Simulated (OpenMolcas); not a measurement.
An atom or ion with 81 electrons was computed by XMS-RASPT2, IPEA 0.25 Eh, imaginary shift 0.1 Eh with spin-orbit coupling (OpenMolcas, ANO-RCC-VTZP, DKH2). The lowest levels that the run gave, each within 12 % of the measured value where one is at hand:

```json
{"J": "1/2", "Parity": "odd", "E (cm-1)": "0.0", "g": "0.666"}
{"J": "3/2", "Parity": "odd", "E (cm-1)": "18340", "g": "1.334"}
{"J": "1/2", "Parity": "even", "E (cm-1)": "73510", "g": "2.567"}
{"J": "3/2", "Parity": "even", "E (cm-1)": "83930", "g": "1.713"}
{"J": "5/2", "Parity": "even", "E (cm-1)": "90450", "g": "1.474"}
{"J": "3/2", "Parity": "even", "E (cm-1)": "98620", "g": "0.849"}
```

Task: Which ion is it, and what are the configurations and terms?

Result: Bi²⁺ (Z = 83, charge +2; active space 3 electrons in 9 orbitals (RAS2 6s 6p; RAS3 6d, at most 2 electrons)). J, parity and g give the terms where levels are pure, and mixed ones are named by the computed weights; the size of the splittings, set against known spectra of the 81-electron sequence, gives the charge. In order, with the measured energies in cm-1 (Moore, Atomic Energy Levels, vol. III, NSRDS-NBS 35 (1971 reprint of NBS Circular 467, 1958)): 6s2 6p 2P* 1/2, 6s2 6p 2P* 3/2 (20788), 6s 6p2 4P 1/2 (70254), 6s 6p2 4P 3/2 (83038), 6s 6p2 4P 5/2 [68 %] (89236), 6s 6p2 2D 3/2 (108586).

CASPT2 breaks the degeneracy within a term, and the mean is taken; among the terms shown or strongly mixed into the levels shown the widest spread is 90 cm-1 (6s 6p2 2D). The run also gave levels led by 6s 6p 6d, which use shells meant for correlation; these and all levels above them are left out. Spin-orbit splittings of 6p shells tend to come out small when the coupling is added on scalar orbitals. Some terms mix strongly with configurations of 6d, whose occupation reaches 0.31 (6s 6p2 2D). Computed and measured levels are paired by configuration, term and J; levels that our copy of the source lacks, or whose pairing is in doubt (as where it misses far off the trend of its configuration), stay unpaired and out of the deviations. Levels of configurations outside the active space are missing.

A share in square brackets marks a mixed level and gives the weight of the term that names it. * marks odd parity.
